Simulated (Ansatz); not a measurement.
Cartesian coordinates in Å:
```
C 0.069 1.266 -0.456
C -0.212 0.134 0.503
F -1.570 0.112 0.776
C 0.192 -1.196 -0.079
Br -0.003 -2.648 1.189
H 1.142 1.363 -0.634
H -0.296 2.204 -0.035
H -0.432 1.097 -1.412
H 0.301 0.296 1.457
H 1.240 -1.183 -0.373
H -0.430 -1.445 -0.937
```

The species carries charge 0 and has multiplicity 1.

(1) List the PBE/def2-TZVPP orbital energies in eV (Ansatz). (Best estimate.)

Answers

(1) Ansatz gave: Occupied: -13088.76, -1681.88, -1516.29, -1516.17, -1516.17, -659.71, -271.39, -270.56, -269.21, -228.67, -170.93, -170.59, -170.58, -67.57, -67.48, -67.47, -67.22, -67.22, -29.92, -20.76, -19.21, -16.92, -15.10, -12.93, -11.89, -11.59, -10.65, -10.17, -9.80, -9.29, -8.26, -8.00, -6.70, -6.65. Lowest empty: -1.03, 0.42, 1.09, 1.32, 1.69, 2.17, 2.40, 2.74.
